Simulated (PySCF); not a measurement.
Work out the structure from these simulated measurements.

Formula: C4H7F2NOSi2.

| Property | Result |
| --- | --- |
| Dipole | 2.41 D [PBE0/pcSseg-1] |
| 1H NMR | chemical shifts (computed TMS as zero) by class: 5.35 (1 H), 5.21 (1 H), 5.21 (1 H), 5.19 (1 H), 2.18 (1 H), 1.46 (1 H), 1.28 (1 H) ppm [GIAO PBE0/pcSseg-1] |
| NMR, other nuclei | isotropic shieldings of nuclei other than C and H, by class: -45 (1 N), 300 (1 O), 267 (1 F), 283 (1 F), 349 (1 Si), 359 (1 Si) ppm [GIAO PBE0/pcSseg-1] |
| 13C NMR | chemical shifts (computed TMS as zero) by class: 119.9 (1 C), 118.2 (1 C), 40.0 (1 C), 12.6 (1 C) ppm [GIAO PBE0/pcSseg-1] |
| Rotational structure | rotational constants A, B, C: 1.726, 0.701, 0.564 GHz [GFN2-xTB] |

Gas-phase values; electronic properties from PySCF, density fitting. Levels stand in brackets. One conformer (not necessarily the lowest) at the GFN2-xTB geometry, without solvent, vibrations or thermal averaging. Each NMR value is the plain mean over a class of atoms that symmetry, rotation or inversion makes alike.

**Question.** Give a SMILES that accounts for the data.

**Answer.** Numbering: `[N:1]#[C:2][C:3]([F:4])([F:5])[C@@H:6]1[CH2:7][SiH2:8][O:9][SiH2:10]1`. Its formula, C4H7F2NOSi2, gives 3 degrees of unsaturation: 1 ring and 2 π bonds in the structure found. 4 carbons fall into 4 classes; from least to most shielded: CF2 carbon [C3] (119.9 ppm), nitrile carbon [C2] (118.2 ppm), ring sp3 carbon bound to silicon [C6] (40.0 ppm), ring sp3 carbon bound to silicon [C7] (12.6 ppm). Hydrogen classes from least to most shielded: 1 H on an oxygen-bound silicon, Si8 (5.35 ppm), 1 H on an oxygen-bound silicon, Si10 (5.21 ppm), 1 H on an oxygen-bound silicon, Si8 (5.21 ppm), 1 H on an oxygen-bound silicon, Si10 (5.19 ppm), 1 H on an sp3 carbon bound to silicon, C6 (2.18 ppm), 1 H on an sp3 carbon bound to silicon, C7 (1.46 ppm), 1 H on an sp3 carbon bound to silicon, C7 (1.28 ppm). The other shieldings belong to: -45 ppm, nitrile nitrogen [N1]; 300 ppm, siloxane oxygen [O9]; 267 ppm, fluorine of a CF2 group [F5]; 283 ppm, fluorine of a CF2 group [F4]; 349 ppm, oxygen-bound silicon [Si8]; 359 ppm, oxygen-bound silicon [Si10]. The optimised geometry has point group C1 and is an asymmetric top. Structure: `C1[C@@H](C(F)(C#N)F)[SiH2]O[SiH2]1`. The assignments are read from this structure; whether some other isomer fits the data as well wasn't checked. The mirror image fits equally.
